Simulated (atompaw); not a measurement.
Building the PAW (atompaw) potential for Mo (PBE, scalar-relativistic).

atompaw 4.2.0.5 input, output lines left out:

```
Mo 42
GGA-PBE scalarrelativistic loggrid 1500 logderivrange -7 5 301
5 5 4 0 0 0
5 0 0.5
5 1 0.5
4 2 5
0 0 0
c
c
c
v
v
c
c
v
v
c
v
2
2.25 1.90 1.90 1.80
n
n
y
0.95
n
custom polynom2 7 10 vanderbiltortho besselshape
3 0.5 troulliermartins
1.45
1.55
1.95
1.90
2.25
2.25
```

All-electron outer shells of the reference configuration (PBE, scalar-relativistic, ld1.x):

```json
{"shell": "3p", "level (eV)": "-379.93", "outermost node (bohr)": "0.17", "outermost maximum (bohr)": "0.38"}
{"shell": "3d", "level (eV)": "-221.66", "outermost node (bohr)": "–", "outermost maximum (bohr)": "0.32"}
{"shell": "4s", "level (eV)": "-65.05", "outermost node (bohr)": "0.51", "outermost maximum (bohr)": "0.99"}
{"shell": "4p", "level (eV)": "-39.20", "outermost node (bohr)": "0.52", "outermost maximum (bohr)": "1.08"}
{"shell": "5s", "level (eV)": "-4.56", "outermost node (bohr)": "1.34", "outermost maximum (bohr)": "2.93"}
{"shell": "4d", "level (eV)": "-4.42", "outermost node (bohr)": "0.53", "outermost maximum (bohr)": "1.38"}
{"shell": "5p", "level (eV)": "-1.42", "outermost node (bohr)": "1.54", "outermost maximum (bohr)": "4.05"}
```

**Question.** Estimate the cutoffs (Ry, on a coarse ladder) from which the occupation-weighted sum of valence levels, in a spherical-Bessel basis at the reference potential, stays within 10 and 1 mRy of its value at 400 Ry.

**Answer.** 21 Ry and 50 Ry.

**Question.** Does the potential have ghost states?

**Answer.** No extra level below or beside the all-electron valence levels (s, p, d, f tested).

**Question.** Is the overlap operator S = 1 + Σ q|β⟩⟨β| positive definite (Bessel basis up to 400 Ry)?

**Answer.** Yes: its lowest eigenvalue is 0.21 (s channel).
